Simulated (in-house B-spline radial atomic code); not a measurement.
A fraction x of an electron is removed from 5p in Yb VI (Yb5+), starting from [Kr] 4d10 4f12 5s2 5p5 and keeping the highest spin. Level of theory: scalar-relativistic (X2C) LDA exchange-only, spin-polarised, spherical fractional occupations, Fermi nucleus of rms radius 5.3108 fm; calculated with an all-electron radial atomic-structure program (B-spline basis).

| x | E(x) - E(0) (eV) | 5p down level (eV) |
| --- | --- | --- |
| 0 | 0.0000 | -87.187 |
| 0.06 | 5.2592 | -88.120 |
| 0.19 | 16.8464 | -90.146 |
| 0.33 | 29.6199 | -92.334 |
| 0.49 | 44.5939 | -94.842 |
| 0.5 | 45.5431 | -95.000 |
| 0.61 | 56.0881 | -96.729 |
| 0.7 | 64.8575 | -98.147 |
| 0.86 | 80.7630 | -100.673 |
| 0.97 | 91.9327 | -102.413 |
| 1 | 95.0122 | -102.888 |

The exact functional would give a straight line between the two integer points. Deviations E(x) - E(0) - x[E(1) - E(0)], in eV: -0.442 at x = 0.06, -1.206 at x = 0.19, -1.734 at x = 0.33, -1.962 at x = 0.49, -1.963 at x = 0.5, -1.869 at x = 0.61, -1.651 at x = 0.7, -0.947 at x = 0.86, -0.229 at x = 0.97.

The curve lies below the straight line by up to 1.963 eV (at x = 0.5): convex, the delocalisation error that favours fractional charges.

Question: How well does Slater's transition state (minus the level at half occupation) give the ionisation energy?

Answer: It gives 95.000 eV against 95.012 eV from the two total energies; NIST lists 99.00 eV, ground level to ground level.
